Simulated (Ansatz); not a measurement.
`[SiH3]/C=C\CCl` → `[SiH3]/C=C/Cl` + `[CH2]` (triplet) at 500 K and 1 bar (formal loss of a carbene).

Program: Ansatz. Geometries: PBE0-D4/def2-TZVP. ΔE: electronic, gas phase. CCSD(T)/CBS is the MP2 limit (def2-TZVPP, def2-QZVPP) plus CCSD(T) − MP2 in def2-TZVPP, frozen cores. This one scheme is used for every species. Double bonds are as drawn, so ΔE can hold a change between cis and trans. Triplets are unrestricted, without spin–orbit coupling. One conformer a species, not always the lowest.

| species | CCSD(T)/CBS energy (Eh) | H − E (kJ/mol) | S (J/(mol·K)) |
| --- | --- | --- | --- |
| `[SiH3]/C=C\CCl` | -867.19875 | 276.4 | 424.7 |
| `[SiH3]/C=C/Cl` | -827.94021 | 191.9 | 373.0 |
| `[CH2]` (triplet) | -39.09499 | 62.7 | 213.9 |

H − E and S are ideal-gas, rigid-rotor, harmonic terms from PBE0-D4/def2-TZVP, for one conformer and one mirror image of each species, with the whole ground term of open shells counted as degenerate. 1 Eh = 2625.50 kJ/mol, R = 8.31446 J/(mol·K).

Task: By hand: ΔE, ΔH, ΔS and ΔG.

Result: ΔE = (-827.94021) + (-39.09499) − (-867.19875) = 0.16355 Eh = 429.4 kJ/mol. Δ(H − E) = 191.9 + 62.7 − 276.4 = -21.8, so ΔH = 407.6 kJ/mol. ΔS = 373.0 + 213.9 − 424.7 = 162.2 J/(mol·K). ΔG = 407.6 − 500 × (162.2)/1000 = 326.5 kJ/mol.

Task: By hand: the equilibrium constant, and the temperature at which ΔG would vanish if ΔH and ΔS stayed fixed.

Result: log₁₀ K = −ΔG/(RT ln 10) = -34.1. ΔG = 0 at ΔH/ΔS = 2513 K, far beyond where these terms or the molecules hold.

The number of gas molecules changes by +1, which sets the sign of ΔS. A doubt of 5 kJ/mol in ΔE shifts log₁₀ K by 0.5 here. Other conformers and mirror images would add mixing entropy, several J/(mol·K) or more a flexible species. Modes under 60 cm⁻¹, often nearly free rotors, make the harmonic entropy too high. A triplet takes part, so the spin changes. These are equilibria of isolated gas molecules and say nothing of rates. Largest T1 diagnostic: 0.011 (customary marks: 0.02 for closed shells, 0.045 for open ones).
